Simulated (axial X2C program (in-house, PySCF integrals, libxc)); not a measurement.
# Density and ELF of GeAs

All values were computed with an axial X2C code built on PySCF integrals. Two-component (2c) means X2C with spin–orbit coupling and atomic mean-field two-electron Coulomb and Gaunt terms. Basis: As dyall-cv3z [9s9p6d4f1g], Ge dyall-cv3z [9s9p7d4f1g] (cores contracted in-house); Gaussian nuclei, density fitting, unrestricted open shells. Masses: As 74.922 u, Ge 73.921 u.

PBE0, 2c, state Ω = 3/2 (⟨Sz⟩ = 0.50, ⟨Lz⟩ = 1.00 at PBE0); As at z = 0, Ge at z = 2.245 Å.

The maps cover the half plane through the axis: z from -2.4 to 4.5 Å along the bond, ρ from 0.15 to 2.25 Å away from it (steps of 0.3 Å, the bottom row nearest the axis).

log10 of the density in e/bohr³:

digits 0 to 9 span -4.35 to 1.40 evenly
```
000112222222222222211100
001122233333333322222110
011223333333333333332211
112333444444444444433221
122344455554444554443322
123345556555555565544332
223445677765556776554332
223455689865567997654432
```

Electron localisation function (collinear form, no current term, damped to 0 at low density):

digits 0 to 9 span 0.00 to 1.00 evenly
```
000001112222211011100000
000122333343321122332100
001245555555433345565410
013567776666544456787741
025678765666653346888873
146888622247641112689986
257887235326622552389987
257886272715615445279997
```

Axial spin density in 10⁻³ e/bohr³:

digits 0 to 9 span -2.87 to 2.87 evenly, values beyond are clipped
```
555555555555555555555555
555555666666655555555555
555556789998776655555444
555557999999988765554444
555568999999999876554444
445568999999999886544444
444446995999865456444444
444432329653224905334444
```

One determinant describes the state; a PBE0 search over occupations chose it and may have missed a lower one. Density functionals use the spin component along the axis (collinear). Other states lie close and PBE0, whose exact exchange favours high spin, may order them wrongly; the determinant shown need not be the ground state. The nearest other 2c determinant of the search, Ω = 1/2, lies 0.14 eV up at the distance of the search. Without a current term, density functionals place determinants with orbital angular momentum somewhat too high. The determinant is spin-polarised beyond a pure state at some levels (its spin-free form has ⟨S²⟩ too high), which makes Re and μ there less reliable.
